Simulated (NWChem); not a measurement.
System: GeH₂O, singlet; SMILES [GeH][OH]

```xyz
4

Ge     0.0526    -0.3946     0.0000
H     -1.5823    -0.5272     0.0000
O      0.0882     1.4179     0.0000
H     -0.8053     1.8114     0.0000
```
Atoms are numbered in this order, from 1.

Low-valent species are run as closed-shell singlets; no triplet was tried in these runs. All runs use the structure optimised with PBE-D3(BJ)/def2-SVP.

Symmetry labels are those of Cs in the frame above (b1 and b2, or b-type labels, depend on it).

List the 6 lowest vertical singlet excitations from PBE/def2-SVP, TDA (NWChem).


```
state  energy (eV)  oscillator strength  symmetry  leading excitation (squared amplitude)
-----  -----------  -------------------  --------  --------------------------------------
S1            3.36                0.023        a"                      HOMO → LUMO (0.97)
S2            4.99                0.022        a"                    HOMO−1 → LUMO (0.97)
S3            5.76                0.042        a'                    HOMO → LUMO+1 (0.91)
S4            6.17                0.045        a'                    HOMO−2 → LUMO (0.79)
S5            7.52                0.016        a"                  HOMO−2 → LUMO+1 (0.99)
S6            7.67                0.075        a'                    HOMO → LUMO+3 (0.43)
```
